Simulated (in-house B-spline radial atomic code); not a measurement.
# Ionising Se VI (Se5+) with different functionals

Computed with a radial B-spline atomic code at the basis-set limit: non-relativistic Hamiltonian, point nucleus, spin-polarised at highest spin, spherical fractional occupations for the functionals, the average over the highest-spin determinants for Hartree-Fock. The ionisation energy is the difference of two self-consistent energies, [Ar] 3d10 4s1 → [Ar] 3d10, without Breit or QED terms; ε is the level of the shell that loses the electron (its least bound occupied spin orbital). There is no spin-orbit coupling in this Hamiltonian.

```json
{"method": "Hartree-Fock", "rung": "Hartree-Fock", "ΔSCF (eV)": "79.61", "-ε(4s) (eV)": "79.72"}
{"method": "HF fractional", "rung": "Hartree-Fock", "ΔSCF (eV)": "79.61", "-ε(4s) (eV)": "79.72"}
{"method": "LDA VWN5", "rung": "LDA", "ΔSCF (eV)": "82.15", "-ε(4s) (eV)": "75.68"}
{"method": "LDA PW92", "rung": "LDA", "ΔSCF (eV)": "82.15", "-ε(4s) (eV)": "75.67"}
{"method": "LDA exchange-only", "rung": "LDA", "ΔSCF (eV)": "80.96", "-ε(4s) (eV)": "74.56"}
{"method": "PBE", "rung": "GGA", "ΔSCF (eV)": "81.86", "-ε(4s) (eV)": "75.24"}
{"method": "PBEsol", "rung": "GGA", "ΔSCF (eV)": "81.65", "-ε(4s) (eV)": "75.25"}
{"method": "BLYP", "rung": "GGA", "ΔSCF (eV)": "82.22", "-ε(4s) (eV)": "75.44"}
{"method": "RPBE", "rung": "GGA", "ΔSCF (eV)": "81.62", "-ε(4s) (eV)": "75.00"}
{"method": "PW91", "rung": "GGA", "ΔSCF (eV)": "81.98", "-ε(4s) (eV)": "75.41"}
{"method": "BP86", "rung": "GGA", "ΔSCF (eV)": "81.65", "-ε(4s) (eV)": "75.38"}
{"method": "AM05", "rung": "GGA", "ΔSCF (eV)": "81.56", "-ε(4s) (eV)": "75.24"}
{"method": "OLYP", "rung": "GGA", "ΔSCF (eV)": "81.49", "-ε(4s) (eV)": "74.85"}
{"method": "TPSS", "rung": "meta-GGA", "ΔSCF (eV)": "81.31", "-ε(4s) (eV)": "75.04"}
{"method": "SCAN", "rung": "meta-GGA", "ΔSCF (eV)": "81.41", "-ε(4s) (eV)": "75.78"}
{"method": "r2SCAN", "rung": "meta-GGA", "ΔSCF (eV)": "81.23", "-ε(4s) (eV)": "75.57"}
{"method": "M06-L", "rung": "meta-GGA", "ΔSCF (eV)": "80.06", "-ε(4s) (eV)": "74.77"}
{"method": "revTPSS", "rung": "meta-GGA", "ΔSCF (eV)": "81.11", "-ε(4s) (eV)": "74.97"}
{"method": "PBE0", "rung": "global hybrid", "ΔSCF (eV)": "81.41", "-ε(4s) (eV)": "76.52"}
{"method": "B3LYP", "rung": "global hybrid", "ΔSCF (eV)": "81.99", "-ε(4s) (eV)": "76.61"}
{"method": "TPSSh", "rung": "global hybrid", "ΔSCF (eV)": "81.17", "-ε(4s) (eV)": "75.57"}
{"method": "M06-2X", "rung": "global hybrid", "ΔSCF (eV)": "80.99", "-ε(4s) (eV)": "77.23"}
{"method": "BHandHLYP", "rung": "global hybrid", "ΔSCF (eV)": "81.41", "-ε(4s) (eV)": "77.96"}
{"method": "r2SCAN0", "rung": "global hybrid", "ΔSCF (eV)": "81.03", "-ε(4s) (eV)": "76.82"}
{"method": "B97-1", "rung": "global hybrid", "ΔSCF (eV)": "81.01", "-ε(4s) (eV)": "75.89"}
{"method": "HSE06", "rung": "range-separated hybrid", "ΔSCF (eV)": "81.49", "-ε(4s) (eV)": "76.27"}
{"method": "wB97X", "rung": "range-separated hybrid", "ΔSCF (eV)": "80.35", "-ε(4s) (eV)": "78.92"}
{"method": "CAM-B3LYP", "rung": "range-separated hybrid", "ΔSCF (eV)": "81.98", "-ε(4s) (eV)": "78.42"}
{"method": "LC-wPBE", "rung": "range-separated hybrid", "ΔSCF (eV)": "81.61", "-ε(4s) (eV)": "79.85"}
```

**Question.** Among the functionals, which spreads more, the ΔSCF values or the orbital energies?

**Answer.** The orbital energies: ΔSCF values span about 2.16 eV and the orbital energies 5.29 eV.

**Question.** How do they compare with the NIST value?

**Answer.** NIST lists 81.83 eV ± 0.03 (measured, ground level to ground level). Errors run from -2.22 to +0.39 eV; PBE is closest (+0.03 eV), but part of that can be cancellation, since the calculations leave out relativity, Breit-QED terms. Hartree-Fock also lacks correlation.
